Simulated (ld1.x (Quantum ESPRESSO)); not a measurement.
Before and after: TM semilocal potential for P (Z = 15)

ld1.x (Quantum ESPRESSO) 7.5 input, shortened:

```
&input
   title='P', zed=15., rel=1, dft='PBE', iswitch=3,
   config='[Ne] 3s1.75 3p3.25 3d-2'
 /
 &inputp
   pseudotype=1, tm=.true., lloc=2,
   nlcc=.false.
 /
3
3S  1  0   1.75   0.00  1.45  1.45  0.0
3P  2  1   3.25   0.00  1.85  1.85  0.0
3D  3  2  -2.00   0.40  1.55  1.55  0.0
 &test
   configts(1)='3s1.75 3p3.25'
 /
```

All-electron outer shells of the reference configuration (PBE, scalar-relativistic, ld1.x):

```
shell  level (eV)  outermost node (bohr)  outermost maximum (bohr)
   2s     -174.38                   0.14                      0.42
   2p     -124.88                      –                      0.36
   3s      -14.15                   0.65                      1.58
   3p       -5.65                   0.64                      1.83
```

Change: all radii scaled by about 1.38 (s 2.00, p 2.56, d 2.14 bohr).

Cutoffs: the cutoffs (Ry, on a coarse ladder) from which the occupation-weighted sum of valence levels, in a spherical-Bessel basis at the reference potential, stays within 10 and 1 mRy of its value at 400 Ry; they do not see the model core or the augmentation charge, which bear on the density cutoff. Errors are all-electron minus pseudo energies relative to the spin-unpolarised reference configuration.

**Question.** Predict the effect on cutoff, ghosts and configuration errors.

**Answer.** The potential gets softer (21 Ry and 50 Ry → 15 Ry and 35 Ry); of the 7 tests that both files solve, the error grows in 5 and shrinks in 0 by more than 15 % and 0.3 meV (median size 0.2 → 2.7 meV); neither file shows a bound ghost. A larger radius leaves more room for a smooth pseudo-wave, so fewer plane waves are needed. More of the atom is replaced by a form fitted at one configuration, so other configurations suffer. A semilocal file is local in each channel, so a ghost entry of none says nothing of the separable form that plane-wave codes build from it.

```csv
quantity,base,changed
"cutoff, loose",21 Ry,15 Ry
"cutoff, tight",50 Ry,35 Ry
loose cutoff by channel (10 mRy a level),"s 18 Ry, p 8 Ry","s 12 Ry, p 8 Ry"
bound ghosts,none,none
"error for 3s2 3p3, meV [ΔE -2.12 eV]",+0.1,+0.3
"error for 3s2 3p2, meV [ΔE 7.61 eV]",+0.3,+3.3
"error for 3s2 3p1, meV [ΔE 26.76 eV]",+8.7,+21
"error for 3s1 3p4, meV [ΔE 6.41 eV]",+0.2,+2.7
"error for 3s0 3p5, meV [ΔE 15.08 eV]",-0.2,+11
"error for 3s2 3p3.3, meV [ΔE -3.43 eV]",+0.4,+0.6
"error for 3s2 3p2.5, meV [ΔE 1.65 eV]",-0.1,+0.7
```
